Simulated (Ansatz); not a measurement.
Molecule: C₂H₅F₂Si (charge -1, singlet). It need not be the lowest isomer of its formula. Whether it binds its extra electron was not tested at this geometry. 
Structure (B3LYP-D3(BJ)/def2-TZVP (Ansatz, a quantum-chemistry and plane-wave program) minimum search):
```xyz
10

Si    -0.1412    -0.0432     0.0132
F      0.0752     1.1951     1.0741
F      0.0015     0.6558    -1.4689
C     -1.6341    -0.8976     0.2377
C      1.5798    -0.8462     0.1337
H     -2.0570    -1.0664     1.2230
H     -2.1090    -1.4465    -0.5693
H      1.7163    -1.2892     1.1245
H      1.6664    -1.6546    -0.5982
H      2.3956    -0.1347    -0.0409
```
Charge -1, spin multiplicity 1.

Basis-set convergence of Hartree-Fock and CCSD correlation energies (hartree) with Ansatz. Correlated levels leave the core frozen unless marked. Spin-orbit coupling is left out. Non-relativistic.

```
basis            functions       E(HF)  E(corr, CCSD)
---------------  ---------  ----------  -------------
aug-cc-pV(D+d)Z        169  -566.61780       -0.86446
aug-cc-pV(T+d)Z        354  -566.71205       -1.04110
aug-cc-pV(Q+d)Z        639  -566.73514       -1.10056
```

Extrapolating the two largest sets (X = 3 and 4) as X^-3: E(corr) = (64·(-1.10056) - 27·(-1.04110))/37 = -1.1439 Eh, an estimate of the basis-set limit. The largest set recovers 96.2 % of it, the smallest 75.6 %.
